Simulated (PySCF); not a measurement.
C₄H₈OSSi.
Numbering: `[CH3:1][O:2][CH2:3][C:4]1=[CH:5][SiH2:6][S:7]1` (hydrogens: H8, H9, H10 on C1; H11, H12 on C3; H13 on C5; H14, H15 on Si6)

Cartesian coordinates in Å at the GFN2-xTB level; atoms count from 1:
```
atom  x, y, z in Å
C1    -2.2384   -0.2938   -0.3709
O2    -1.7915    0.2419    0.8512
C3    -0.7102    1.1299    0.7103
C4     0.5897    0.4502    0.4409
C5     0.9556   -0.8342    0.6093
Si6    2.7212   -0.7129    0.0168
S7     1.9630    1.3639   -0.1995
H8    -2.6193    0.4964   -1.0300
H9    -1.4411   -0.8334   -0.8934
H10   -3.0441   -0.9833   -0.1277
H11   -0.6383    1.6724    1.6604
H12   -0.9036    1.8672   -0.0848
H13    0.3141   -1.6069    0.9960
H14    3.0421   -1.2218   -1.3067
H15    3.7964   -0.7275    0.9937
```

Theory: TDDFT PBE0/def2-SVPD, vertical, gas phase, core orbitals frozen in the response in PySCF 2.14.0, density-fitted response routines.

Ground-to-excited transition dipoles (e·a0, same axes as the geometry; the sign carries no meaning), for the states with f of 0.002 or more among the lowest 8:

```
state  E (eV)      μx      μy      μz
   S1   4.350  -0.054   0.020  -0.241
   S2   4.759   0.148   0.620  -0.156
   S4   5.717   0.006   0.003  -0.166
   S5   5.907   0.052  -0.107  -0.022
   S7   6.348  -0.083   0.098  -0.043
   S8   6.387   0.019   0.012  -0.150
```

**Question.** What oscillator strength does each state have?

**Answer.** f = (2/3) ΔE |μ|² with ΔE in hartree (27.2114 eV).

| state | \|μ\|² (au) | \|μ\| (D) | f |
| --- | --- | --- | --- |
| S1 | 0.062 | 0.63 | 0.007 |
| S2 | 0.430 | 1.67 | 0.050 |
| S4 | 0.028 | 0.42 | 0.004 |
| S5 | 0.015 | 0.31 | 0.002 |
| S7 | 0.018 | 0.34 | 0.003 |
| S8 | 0.023 | 0.39 | 0.004 |

**Question.** What peak molar absorption coefficient would the strongest computed level give as a lone Gaussian band 0.4 eV wide at half height?

**Answer.** ε(max) = 2.175×10⁸ f / FWHM, with the width in cm⁻¹. S2: 2.175×10⁸ × 0.0502 / 3226 ≈ 3400 L mol⁻¹ cm⁻¹.

One conformer stands for the species.
